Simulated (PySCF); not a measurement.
Compound: 6-methylindole, C9H9N.
Bonds: C1–C2, C2–C3 (aromatic), C3–C4 (aromatic), C4–C5 (aromatic), C5–C6 (aromatic), C6–C7 (aromatic), C7–N8 (aromatic), N8–C9 (aromatic), C9–C10 (aromatic), C2–C10 (aromatic), C5–C9 (aromatic). Hydrogens: H11, H12, H13 on C1; H14 on C3; H15 on C4; H16 on C6; H17 on C7; H18 on N8; H19 on C10.

Method used: PBE0-D3(BJ)/def2-SVP geometry optimisation, gas phase (PySCF).

(1) List the bond lengths and angles at this level.

Answers

(1) 
```csv
bond,length (Å)
C1–C2,1.502
C2–C3,1.415
C3–C4,1.385
C4–C5,1.405
C5–C6,1.434
C6–C7,1.371
C7–N8,1.375
N8–C9,1.371
C9–C10,1.399
C2–C10,1.391
C5–C9,1.420
"C1–H11, C1–H12, C1–H13",1.101
C3–H14,1.094
C4–H15,1.093
C6–H16,1.088
C7–H17,1.089
N8–H18,1.009
C10–H19,1.094
```

Bonds in one row agree within 0.01 Å and their mean is given. A selection of angles:
```csv
angle,degrees
C1–C2–C3,119.9
C1–C2–C10,120.7
C3–C2–C10,119.4
C2–C3–C4,122.2
C3–C4–C5,119.2
C4–C5–C6,134.8
C4–C5–C9,118.4
C6–C5–C9,106.9
C5–C6–C7,106.8
C6–C7–N8,109.6
C7–N8–C9,109.5
N8–C9–C10,130.4
C5–C9–N8,107.3
C5–C9–C10,122.3
C2–C10–C9,118.6
H18–N8–C7,125.3
H18–N8–C9,125.2
```

N8 (pyrrole-type nitrogen) is planar (angles 125.3°, 125.2° and 109.5°, sum 360.0°, 0.00 Å off the plane of its three neighbours). The 9 C–C bonds span 1.371 Å (C6–C7, aromatic) to 1.502 Å (C1–C2, drawn single), a spread of 0.131 Å. The 10 heavy atoms lie in one plane (0.007 Å rms). The 6-membered ring C2–C3–C4–C5–C9–C10 has internal angles of 118.4° to 122.3°; it is planar, 0.00 Å rms from its mean plane, widest ring torsion 0°. Of the pairs four or more bonds apart, H12···H19 is among the closest relative to their van der Waals radii: 2.44 Å, 102 % of the sum of Bondi's values. The 5-membered ring C5–C6–C7–N8–C9 has internal angles of 106.8° to 109.6°; it is planar, 0.00 Å rms from its mean plane, widest ring torsion 0°.

PBE0-D3(BJ)/def2-SVP frequencies: not computed here.
